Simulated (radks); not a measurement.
Task: These are the eigenvalues of the occupied orbitals of an atom or ion with whole-number occupations (Ry). Method: Dirac Kohn-Sham, OLYP, spin-unpolarised, spherical densities, finite nucleus; Fermi nuclear charge, rms radius of each element as measured or else 0.836 A^(1/3) + 0.57 fm; computed with a radial shooting solver on a logarithmic mesh with Libxc functionals.

orbital  eigenvalue
1s1/2     -2735.856
2s1/2     -432.6296
2p1/2     -407.5853
2p3/2     -379.5357
3s1/2     -91.39607
3p1/2     -80.88370
3p3/2     -75.45494
3d3/2     -57.02715
3d5/2     -55.86767
4s1/2     -17.95415
4p1/2     -14.12830
4p3/2     -12.99529
4d3/2      -6.74488
4d5/2      -6.55173
5s1/2      -2.48279
5p1/2      -1.49011
5p3/2      -1.33635
6s1/2      -0.21566

Which element is it, and in what charge state? The configuration may be excited. Open shells, if any, are shared by 2j + 1.

Result: Z = 56, barium, charge 0: Ba in [Xe] 6s2. The list shows which subshells hold electrons but not how many an open one holds; the 1s level, -1367.9 hartree, gives Z - s = 52.3 by -(Z - s)^2/2, which with screening and relativity narrows Z to a few neighbours, and the depths of the outer levels then fix element, charge and occupations together.
